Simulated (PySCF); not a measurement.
**Dipole moment and polarisability of `C=CC[SeH]`**

C₃H₆Se.
Cartesian coordinates in Å at the PBE0-D3(BJ)/def2-SVP level; atoms count from 1:
```xyz
10
C3H6Se angstrom
C     -1.3410   -1.0421    0.1109
C     -0.4423   -0.1717    0.5766
C      0.2384    0.8557   -0.2545
Se     2.1868    0.5907   -0.3324
H     -1.6443   -1.0425   -0.9413
H     -1.8071   -1.7838    0.7642
H     -0.1508   -0.2048    1.6331
H      0.1405    1.8609    0.1851
H     -0.1603    0.8902   -1.2779
H      2.0919   -0.7656   -0.8938
```

Level: CAM-B3LYP/def2-SVPD (PySCF), static field, nuclei fixed, core orbitals frozen in the response. The polarisability tensor in these axes (au):

```
x   82.71 12.15 -1.83
y   12.15 63.94 -0.58
z   -1.83 -0.58 58.76
```

What are the eigenvalues, a third of the trace, and Δα (Δα² = ½Σ(αi − αj)² over the three pairs)?

Principal values 57.87, 58.74 and 88.80 au; mean 68.47 au = 10.15 Å³ = 11.29 × 10⁻⁴⁰ C²·m²/J; Δα = 30.51 au (45 % of the mean).

What is the dipole moment, and where does it point?

(-1.19, -0.19, -0.10) D, 1.21 D in size, pointing from the negative to the positive side. Measured along this direction, the outermost atoms are Se4 at the negative end and H6 at the positive end.

What are the principal values of the traceless quadrupole moment, Θ = ½Σq(3rr − r²1), about the centre of nuclear charge?

-2.23, -0.69, 2.92 D·Å. The values depend on the origin, since the dipole doesn't vanish. The electronic extent ⟨r²⟩ about the same centre is 637 bohr², a root-mean-square distance of 1.75 Å for the 58 electrons.

Directions of the eigenvectors, and the extent of the frame along each?

Largest value along (0.90, 0.44, -0.06), where the nuclei span 4.69 Å; middle along (-0.10, 0.34, 0.93), 2.78 Å; least along (-0.43, 0.83, -0.35), 2.65 Å. 

Rayleigh depolarisation ratio (linearly polarised light, static tensor)?

ρ = 3Δα²/(45ᾱ² + 4Δα²) = 2791.8/(210963 + 3722.3) = 0.013.

What molar refraction does this α imply?

Lorentz–Lorenz: R = (4π/3)N_A α = 2.5225 cm³/(mol·Å³) × 10.15 Å³ = 25.6 cm³/mol, in the limit of long wavelengths.

Isolated species at its PBE0-D3(BJ)/def2-SVP geometry (one conformer only). The calculation is non-relativistic, for selenium too.

The run behind these numbers computed excited states and ΔSCF ions as well. Hardware: x86-64 server, one thread (shared host). Cost: 66 s wall.
